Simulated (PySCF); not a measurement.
Symmetry of computed structures. The calculation used wB97X-D/def2-SVPD in PySCF (dipole) on a GFN2-xTB geometry, gas phase. The symmetry is that of the one conformer found, every atom within 0.08 Å of its image; none is proved a minimum here.

**Question.** What symmetry has `[CH3:1]/[C:2]([SiH3:3])=[CH:4]/[CH2:5][F:6]` with C2–C4–C5–F6 0°, H–C1–C2–Si3 59° (nearest H), H–Si3–C2–C1 0° (nearest H)?

**Answer.** Cs; asymmetric top; symmetry number 1; 2 operations, which sort the 15 atoms into 12 sets; dipole 2.17 D, in the ab plane, which is the mirror; heavy atoms equivalent by symmetry: none.

**Question.** Point group, rotor type and polarity of `[CH3:1][CH2:2][C:3]#[C:4][C:5]([NH2:6])=[O:7]` with C4–C5–N6–H 180° and 0°?

**Answer.** Cs; near-prolate asymmetric top; symmetry number 1; 2 operations, which sort the 14 atoms into 12 sets; dipole 4.57 D, in the ab plane, which is the mirror; A, B, C = 7627, 1122, 990.3 MHz; heavy atoms equivalent by symmetry: none.

**Question.** `[CH3:1][Si@H:2]1[CH2:3][C@@H:4]([F:5])[CH2:6]1` with C1–Si2–C3–C4 127°, Si2–C3–C4–F5 -135°, C3–C4–C6–Si2 15°, C1–Si2–C6–C4 -127°: symmetry, top, dipole?

**Answer.** Cs; near-prolate asymmetric top; symmetry number 1; 2 operations, which sort the 15 atoms into 11 sets; dipole 2.25 D, in the ac plane, which is the mirror; A, B, C = 5995, 1656, 1595 MHz.
